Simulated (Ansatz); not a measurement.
Ansatz (a first-principles code) input (HF/cc-pVQZ):

Ansatz 0.2 input:
```yaml
crystal:
  periodic: [false, false, false]
  atoms:
    - {symbol: C, position_ang: [2.35830805, 0.00807709, 0.08801407]}
    - {symbol: C, position_ang: [0.92929772, -0.49336129, -0.09169721]}
    - {symbol: C, position_ang: [-0.07637906, 0.66234006, -0.28037571]}
    - {symbol: C, position_ang: [-1.47960719, 0.22709527, -0.43054019]}
    - {symbol: F, position_ang: [-2.03999055, -0.33657508, 0.66743742]}
    - {symbol: H, position_ang: [2.68688077, 0.58411437, -0.78049453]}
    - {symbol: H, position_ang: [2.44004713, 0.65525082, 0.96440110]}
    - {symbol: H, position_ang: [3.05502717, -0.82140540, 0.22035145]}
    - {symbol: H, position_ang: [0.62676400, -1.08277673, 0.77680432]}
    - {symbol: H, position_ang: [0.87255448, -1.15962346, -0.95703317]}
    - {symbol: H, position_ang: [0.00136934, 1.34089963, 0.57676866]}
    - {symbol: H, position_ang: [0.19502677, 1.23988940, -1.16898537]}
    - {symbol: H, position_ang: [-1.90747197, -0.15207971, -1.35115489]}
basis:
  gaussian:
    orbitals: cc-pVQZ
hamiltonian:
  xc: hf
magnetization: {spin_polarized: true, initial_magnetization: 1}
```

Output:

```
Functional definition: HF
integrals: 0.68 GiB planned
1684 factors; their error is unknown
mean field: 5.45 GiB planned
mean field evaluation 1: about -6952.0187 eV, gradient 2.7e1 eV
mean field evaluation 2: about -6955.3774 eV, gradient 1.2e1 eV
mean field evaluation 4: about -6956.1031 eV, gradient 1.0e0 eV
mean field evaluation 8: about -6956.1173 eV, gradient 9.6e-2 eV
mean field -6956.12029939 eV, -255.6327059748 hartree, gradient 1.3e-5 eV, S^2 0.761702; 0 other end points of the search recorded, 0 dependent functions left out
reference -6956.12029939 eV, -255.6327059748 hartree; 21, 20 occupied and 494, 495 virtual orbitals, 1684 factors
Total energy: -6956.12029939 eV, -255.6327059748 hartree
```

It need not be the lowest isomer of its formula.
